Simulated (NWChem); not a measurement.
# SeO, triplet; SMILES O=[Se]

```xyz
2

O      0.0000     0.0000    -1.3291
Se     0.0000     0.0000     0.3127
```
Atoms are numbered in this order, from 1.

Computed with NWChem. Pople sets run with spherical d functions. Spin-unrestricted. Medium grid unless said otherwise, to which SCAN and Minnesota functionals are sensitive. The geometry was optimised at PBE0/def2-SVP, spin-unrestricted. No stability test was run on the SCF state. Total energies of different functionals are on different scales.

```csv
level,energy (Ha),highest occupied level (eV),"lowest empty minus highest occupied level, either spin (eV)",dipole (D),<S²>
B3LYP/6-31G*,-2476.4464,-6.96,3.41,1.96,2.01
PBE/6-31G*,-2475.9860,-5.75,1.51,1.81,2.00
TPSS/6-31G*,-2476.3588,-5.93,1.72,1.81,2.00
LRC-wPBEh/6-31G*,-2476.0523,-9.19,7.72,2.05,2.01
KT2/6-31G*,-2486.8334,-5.97,1.83,1.73,2.01
MN15/6-31G*,-2476.6551,-7.89,5.33,2.18,2.01
PBE0/6-31G*,-2476.0493,-7.32,4.06,2.01,2.01
BLYP/6-31G*,-2476.4535,-5.55,1.40,1.79,2.00
```
